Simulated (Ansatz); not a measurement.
Consider the ligand exchange at the Si–Cl bond: `OC[SiH2]Cl` + `BN` → `BN[SiH2]CO` + HCl.

Isolated molecules relaxed with PBE0-D4/def2-TZVP in Ansatz; ΔE leaves out vibrations. CBS: MP2 limit from def2 TZ/QZ plus the TZ coupled-cluster correction, frozen cores. This one scheme is used for every species. Functionals use def2-TZVPP. B3LYP here is the variant with VWN-RPA as its local correlation; programs differ in this. Each species was taken in one conformer, which may not be the lowest.

```csv
level,ΔE (kJ/mol),difference from CCSD(T)/CBS
PBE-D4,66.5,7.0
r2SCAN-D4,65.7,6.2
ωB97M-V,63.2,3.7
B2PLYP,62.5,3.0
PBE,68.7,9.2
B3LYP,65.1,5.6
HF/def2-TZVPP,62.2,2.7
MP2/def2-TZVPP,59.3,-0.2
SCS-MP2/def2-TZVPP,57.6,-1.9
CCSD/def2-TZVPP,55.8,-3.7
CCSD(T)/def2-TZVPP,55.7,-3.8
MP2/def2-QZVPP,61.2,1.7
SCS-MP2/def2-QZVPP,59.5,0.0
HF/CBS(def2),61.5,2.0
MP2/CBS(def2),63.0,3.5
CCSD/CBS(def2),59.6,0.1
CCSD(T)/CBS,59.5,0
```

Largest T1 diagnostic among the species: 0.012.

The D4 term adds −3.2 kJ/mol with B3LYP and −2.0 kJ/mol with PBE0; it sums over pairs of atoms, weighted by their polarisabilities, and B3LYP, whose exchange is more repulsive, gets the larger term.
